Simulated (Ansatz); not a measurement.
Saddle point of BHBrF3, closed shell (BBrF₂ ([F][B]([F])[Br]) + HF → BF₃ ([F][B]([F])[F]) + HBr; bonds formed: B1–F6, Br2–H5; bonds broken: B1–Br2, H5–F6), PBE0-D4/def2-TZVP structure:

```xyz
6
angstrom
B -0.4759 -0.1247 -0.2233
Br 0.4683 0.1743 1.7482
F -0.7897 -1.3903 -0.4065
F -1.3380 0.8364 -0.4816
H 1.2501 0.3152 0.2188
F 0.8852 0.1891 -0.8556
```

Energies are electronic, without zero-point energy. Barriers and step energies count from the start structure reached by relaxing down the imaginary mode; all methods use the PBE0-D4 structures, on which another method's saddle can fall below an end. Ansatz 0.2.0; basis: def2-TZVPP, with def2-QZVPP for the basis limit; cores frozen in the correlated methods. Filled d shells of the heavier atoms are correlated. The def2 sets are not built for correlating such inner shells, so the correlated values are less sure here. B3LYP uses VWN-RPA correlation. Extrapolation: Hartree–Fock as exp(−7.88 √X), correlation as X^−2.97.

```
      method  barrier (eV)  step energy (eV)
       SPW92        -0.010            -0.682
      PBE-D4         0.383            -0.661
     BLYP-D4         0.542            -0.754
   r2SCAN-D4             ?            -0.740
      B97M-V             ?            -0.803
     PBE0-D4         0.505            -0.708
    B3LYP-D4             ?            -0.790
  r2SCAN0-D4         0.520            -0.764
    BHLYP-D4         0.755            -0.847
CAM-B3LYP-D4         0.586            -0.826
     wB97X-V         0.617            -0.744
     wB97M-V         0.577            -0.744
      B2PLYP         0.642            -0.783
    PBE-QIDH         0.591            -0.730
  RPA on PBE         0.649            -0.778
          HF         1.178            -0.975
         MP2         0.629            -0.706
        CCSD         0.766            -0.807
     CCSD(T)         0.673            -0.770
```

(1) Fill in the withheld barriers. (An estimate is asked for; the value comes from the calculation.)

T1 diagnostic: at most 0.011.

Answers

(1) Computed: r2SCAN-D4 0.428; B97M-V 0.631; B3LYP-D4 0.615 eV. Each is the energy of the saddle less that of the start structure, by the same method.

For comparison, the barrier by CCSD(T) at an estimated basis limit (MP2 extrapolated from triple and quadruple zeta, plus CCSD(T) − MP2 in triple zeta) is 0.690 eV.

Labels in which every atom is bracketed show which atoms are joined, not bond orders.

For scale, one of the runs: CCSD(T)/def2-TZVPP, 186 basis functions, launched by `ansatz run in.yaml --threads 4 --pin off --events-out ev --progress --plain --max-ram 9574MiB`. The run took 72 s on 4 CPU threads of an Arm Neoverse V2 (shared host), with 2.3 GiB of host memory at its peak.
